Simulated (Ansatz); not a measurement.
A made-up structure of CH₃NSe, closed shell:

N1  (-0.251, -0.589, 0.380)
C2  (0.071, 0.470, -0.356)
Se3  (1.651, 1.288, -0.375)
H4  (-1.167, -1.002, 0.340)
H5  (0.761, -0.321, -0.208)
H6  (-0.745, 0.825, -0.983)
(Å)

It is relaxed with PBE-D4/def2-SVP and then PBE0-D4/def2-TZVP (Ansatz 0.2.0). Atoms count as bonded within 1.22 times the sum of their covalent radii (H–H: 0.88 Å). The end point is not checked to be a true minimum.

Problem. Does its bonding change? (Judge from chemistry; the calculation decides.)

Solution. Computed: Yes. Formed: none; broken: C2–H5.

Where it ends: The first stage lowers the energy by 4.04 eV in 12 steps. It ends as CH₃NSe ([NH2][CH][Se]):
| atom | x (Å) | y (Å) | z (Å) |
| --- | --- | --- | --- |
| N1 | -0.0981 | -0.5516 | 0.1006 |
| C2 | 0.0379 | 0.6428 | -0.4646 |
| Se3 | 1.5607 | 1.5449 | -0.6490 |
| H4 | -0.9931 | -1.0051 | 0.1711 |
| H5 | 0.7154 | -1.0186 | 0.4696 |
| H6 | -0.9009 | 1.0580 | -0.8295 |

Labels in which every atom is bracketed show which atoms are joined, not bond orders.

For scale, one of the runs: PBE0-D4/def2-TZVP relaxation, 128 basis functions, launched by `ansatz run in.yaml --threads 2 --pin off --events-out ev --progress --plain --max-ram 4352MiB`. Hardware: 2 CPU threads of an Arm Neoverse V1, shared host. Wall time about 17 s.
